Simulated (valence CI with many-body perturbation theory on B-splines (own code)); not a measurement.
**Sensitivity of CI+MBPT for Te2+**

Level of theory: relativistic CI+MBPT: four valence electrons over a frozen Dirac-Fock core [Kr] 4d10, a basis of 6 s, 6 p, 5 d, 3 f, 1 g functions for each j, with the one-electron correlation potential Σ1, the two-electron term Σ2, the three-electron term Σ3, Breit, model QED; selected CI, second order for the rest, scaled by the run's own slope (own B-spline code, finite nucleus).

Against 17 measured levels this calculation errs by 171 cm⁻¹ on average and by 523 at most. These come from a selection out of Zhang, Palmeri, Quinet and Biemont, Astron. Astrophys. 551, A136 (2013). Levels without a partner in it may be off by more. 4 measured levels below the end of the list, from 114216 cm⁻¹ on, found no clear computed partner, and computed levels of the same name lie up to 2094 cm⁻¹ from them.

The reference run has the lowest level 5s²5p² ³P_0 and an ionisation energy of 27.7831 eV. Its largest variational space holds 10000 state functions.

Names give the largest LS component (configuration and term), which can be under half, so a name can repeat, a term be missing and a line seem to break the LS rules; names also repeat where a configuration has a term twice. Letters in brackets count levels of one name in rising energy.

Changed runs:
A. natural orbitals for correlation on → off
B. highest l in the core sums 6 → 5; orbitals per symmetry with explicit Σ2 and valence Breit (the others get mean screening factors) 5 → 3
C. Davidson tolerance 2e-05 → 0.0003
D. Davidson tolerance 2e-05 → 0.03 (bad on purpose)

Excitation energies of the reference run in cm⁻¹, and shifts in cm⁻¹:

| Level | Reference | A | B | C | D |
| --- | --- | --- | --- | --- | --- |
| 5s²5p² ³P_1 | 4745 | -142 | +4.9 | -0.2 | +0.9 |
| 5s²5p² ³P_2 | 8166 | +83 | +8.4 | -0.4 | -2.8 |
| 5s²5p² ¹D_2 | 17386 | +736 | +21 | -0.6 | -5.5 |
| 5s²5p² ¹S_0 | 30440 | +1430 | +83 | -0.1 | -0.4 |
| 5s5p³ ⁵S°_2 | 64064 | -2125 | +144 | +0.1 | +2.2 |
| 5s5p³ ³D°_1 | 82610 | -218 | +114 | +0.1 | +3.2 |
| 5s5p³ ³D°_2 | 82922 | -213 | +114 | +0.1 | -0.4 |
| 5s5p³ ³D°_3 | 84927 | -219 | +110 | +0.1 | +5.7 |
| 5s5p³ ³P°_2 [a] | 94879 | +26 | +126 | +0.1 | +1.9 |
| 5s5p³ ³P°_0 | 95835 | +392 | +141 | +0.1 | +3.2 |
| 5s5p³ ³P°_1 | 96364 | +339 | +140 | +0.1 | +3.7 |
| 5s5p³ ³P°_2 [b] | 100322 | +50 | +138 | 0 | +4.3 |
| Ionisation energy (eV) | 27.7831 | -0.0806 | +0.0268 | 0 | +0.0023 |
